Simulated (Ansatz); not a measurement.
Cartesian coordinates in Å:
```
F -0.948 -1.461 1.074
Si -0.690 -0.585 -0.235
C 0.554 0.750 0.159
Br 2.269 -0.048 0.609
H -0.182 -1.468 -1.307
H -1.979 0.047 -0.617
H 0.254 1.359 1.012
H 0.722 1.406 -0.696
```

The species carries charge 0 and has multiplicity 1.

(1) List the r2SCAN/def2-TZVPP orbital energies in eV (the Gaussian-basis code of Ansatz). (An estimate is asked.)

## Answers

(1) The calculation gave: Occupied: -13122.06, -1792.17, -1695.28, -1526.06, -1525.96, -1525.96, -666.23, -274.61, -234.93, -175.25, -174.90, -174.90, -142.52, -97.43, -97.36, -97.35, -69.06, -68.97, -68.96, -68.71, -68.71, -31.35, -21.26, -17.63, -14.11, -12.02, -11.45, -11.37, -11.03, -10.43, -9.15, -8.69, -7.21, -6.97. Lowest empty: -1.31, -0.20, 0.76, 1.69, 1.89, 2.30, 2.44, 4.02.
